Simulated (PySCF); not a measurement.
**PySCF run on BrCl⁻**

File input.py (PySCF 2.14):

```python
from pyscf import gto, scf, mp

mol = gto.M(
    atom='Br 0 0 0; Cl 0 0 2.185',
    basis='pcseg-1',
    charge=-1,
    spin=1,
    symmetry=True,
    verbose=4,
)
mf = scf.UHF(mol)
mf = mf.density_fit(auxbasis='def2-universal-jkfit')
mf.kernel()
mp.MP2(mf, frozen=14).kernel()
mf.dip_moment()
print('orbital energies (hartree):', [e[max(0, n-3):n+3].round(4) for e, n in zip(mf.mo_energy, mol.nelec)])
```

```bash
$ OMP_NUM_THREADS=1 python input.py
```

It prints (some set-up lines and the per-cycle HOMO/LUMO lines with their warnings removed):

```
PySCF version 2.14.0

[INPUT] Symbol           X                Y                Z      unit          X                Y                Z       unit  Magmom
[INPUT]  1 Br     0.000000000000   0.000000000000   0.000000000000 AA    0.000000000000   0.000000000000   0.000000000000 Bohr   0.0
[INPUT]  2 Cl     0.000000000000   0.000000000000   2.185000000000 AA    0.000000000000   0.000000000000   4.129051582175 Bohr   0.0

nuclear repulsion = 144.100888099497
point group symmetry = Coov
symmetry origin: [0.         0.         1.34988225]
symmetry axis x: [1. 0. 0.]
symmetry axis y: [0. 1. 0.]
symmetry axis z: [0. 0. 1.]
num. orbitals of irrep A1 = 19
num. orbitals of irrep E1x = 10
num. orbitals of irrep E1y = 10
num. orbitals of irrep E2x = 3
num. orbitals of irrep E2y = 3
number of shells = 6
number of NR pGTOs = 126
number of NR cGTOs = 45
basis = pcseg-1
ecp = {}

******** <class 'pyscf.df.df_jk.DFSymAdaptedUHF'> ********
method = DFSymAdaptedUHF
initial guess = minao
damping factor = 0
level_shift factor = 0
DIIS = <class 'pyscf.scf.diis.CDIIS'>
SCF conv_tol = 1e-09
SCF max_cycles = 50
number electrons alpha = 27  beta = 26
Freeze 0 electrons in irreps []
    53 free electrons in irreps A1 E1x E1y E2x E2y
******** <class 'pyscf.df.df.DF'> ********
auxbasis = def2-universal-jkfit
init E= -3030.39662527193

cycle= 1 E= -3031.53050660678  delta_E= -1.13  |g|= 0.161  |ddm|= 1.56
cycle= 2 E= -3031.5478996186  delta_E= -0.0174  |g|= 0.0509  |ddm|= 0.412
cycle= 3 E= -3031.5494497897  delta_E= -0.00155  |g|= 0.0144  |ddm|= 0.109
cycle= 4 E= -3031.5496435442  delta_E= -0.000194  |g|= 0.00412  |ddm|= 0.0359
cycle= 5 E= -3031.5496613736  delta_E= -1.78e-05  |g|= 0.00114  |ddm|= 0.0112
cycle= 6 E= -3031.5496634013  delta_E= -2.03e-06  |g|= 0.000422  |ddm|= 0.00376
cycle= 7 E= -3031.54966386154  delta_E= -4.6e-07  |g|= 0.000147  |ddm|= 0.00189
cycle= 8 E= -3031.54966391642  delta_E= -5.49e-08  |g|= 6.07e-05  |ddm|= 0.000583
cycle= 9 E= -3031.54966392722  delta_E= -1.08e-08  |g|= 2.44e-05  |ddm|= 0.000262
cycle= 10 E= -3031.54966392884  delta_E= -1.62e-09  |g|= 6.47e-06  |ddm|= 0.000132
cycle= 11 E= -3031.54966392894  delta_E= -1.03e-10  |g|= 1.7e-06  |ddm|= 3.17e-05
Extra cycle  E= -3031.54966392894  delta_E= 5.91e-12  |g|= 9.14e-07  |ddm|= 4.97e-06
converged SCF energy = -3031.54966392894  <S^2> = 0.76031536  2S+1 = 2.0102889

******** <class 'pyscf.mp.dfump2.DFUMP2'> ********
nocc = (np.int64(13), np.int64(12)), nmo = (31, 31)
frozen orbitals 14
E(DFUMP2) = -3031.80583950632  E_corr = -0.256175577380359
E(SCS-DFUMP2) = -3031.79193217879  E_corr = -0.242268249856586
E_corr(same-spin) = -0.0751643573075129
E_corr(oppo-spin) = -0.181011220072846

WARN: System has nonzero charge -1; the dipole moment is origin-dependent.
Location of origin: [0. 0. 0.]

Dipole moment(X, Y, Z, Debye):  0.00000,  0.00000, -5.45387
orbital energies (hartree): [array([-0.161 , -0.161 , -0.0639,  0.6714,  0.7611,  0.7639]), array([-0.2481, -0.1442, -0.1442,  0.3084,  0.7075,  0.7745])]
```

In short: E(SCF) = -3031.549664 Eh, 11 cycles, E(MP2) − E(SCF) = -0.25618 Eh, ⟨S²⟩ = 0.760.

It ran on Arm Neoverse V2 (1 thread, shared host) in 0.99 s, peak memory 0.11 GiB.

The basis has no diffuse functions, which an anion needs. The bond length is a typed value, not an optimised one. The dipole of an ion depends on the origin. No search for the lowest solution was made.
